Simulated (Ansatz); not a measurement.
**Which method gave which barrier?**

Saddle point of SiH$_{4}$SO$_{2}$, closed shell (SiH₄SO₂ ([OH][SiH]([OH])[SH]) → SiH₂O₂ ([OH][Si][OH]) + H₂S; bonds formed: S2–H3; bonds broken: Si1–S2, Si1–H3), PBE0-D4/def2-TZVP structure:

Si1  (-0.181, 0.635, 0.428)
S2  (-1.105, -1.171, -1.129)
H3  (-1.550, -0.183, 0.205)
O4  (0.178, 1.776, -0.677)
O5  (1.247, -0.017, 0.920)
H6  (-0.782, -2.114, -0.229)
H7  (0.961, 1.644, -1.219)
H8  (1.230, -0.571, 1.702)
(Å)

Program: Ansatz 0.2.0. Basis: def2-TZVPP, with def2-QZVPP for the basis limit. Cores are frozen in the correlated methods. Extrapolation: Hartree–Fock as exp(−7.88 √X), correlation as X^−2.97. Four methods, as single points on the PBE0-D4 structures, gave these electronic barriers from the start structure: 57.21, 63.71, 69.70, 86.96 kcal/mol.

Task: The methods were, in alphabetical order, CCSD(T), HF, PBE-D4, r2SCAN-D4. Which gave which? (Judge from chemistry; the calculation decides.)

Result: The calculation gives: PBE-D4 57.21; r2SCAN-D4 63.71; CCSD(T) 69.70; HF 86.96 kcal/mol. For comparison, CCSD(T) at an estimated basis limit (MP2 extrapolated from triple and quadruple zeta, plus CCSD(T) − MP2 in triple zeta) gives 69.47 kcal/mol.

The T1 diagnostic stays at or below 0.015. The restricted Hartree–Fock reference is unstable towards an unrestricted one at one or more of these structures.

Losses and insertions of silylenes and their heavier kin drive the gas-phase chemistry of silicon and germanium vapour deposition.

Labels in which every atom is bracketed show which atoms are joined, not bond orders.

For scale, one of the runs: CCSD(T)/def2-TZVPP, 202 basis functions (an equivalent command: `ansatz run in.yaml --threads 4`). Time: 30 s of wall clock on 4 CPU threads; the host was shared. Peak host memory: 2.5 GiB.
